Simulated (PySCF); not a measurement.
**Correlation energy of Dy⁵⁴⁺ (dysprosium, charge +54)**

[Ne] 3s2, closed-shell 1S. Calculation: PySCF 2.14, in an even-tempered Gaussian basis (17 s from 14 bohr⁻², ratio 2.5; 12 p from 18 bohr⁻², ratio 2.5; 4 d from 65 bohr⁻², ratio 2.7; 4 f from 97 bohr⁻², ratio 2.7); scalar relativity by spin-free X2C-1e. Frozen: 1s2; 10 electrons correlated; the 20 highest virtual orbitals of each spin left out.

| level | correlation energy (mhartree) |
| --- | --- |
| CCSD | -492.93 |
| (T) | -0.51 |
| CCSD(T) | -493.44 |

Diagnostics: T1 = 0.00013, D1 = 0.0004, largest double amplitude 0.040.

Cost of the coupled-cluster step: of the order of 2.4 core-seconds, for 10 correlated electrons.

At this charge the one-electron X2C treatment keeps the bare 1/r₁₂, with no two-electron picture change or Breit term. The effect here is smaller than on the frozen 1s shell; and a scalar Hamiltonian misses the large spin-orbit splitting of the p shells, which matters for ns² → np² pairs.
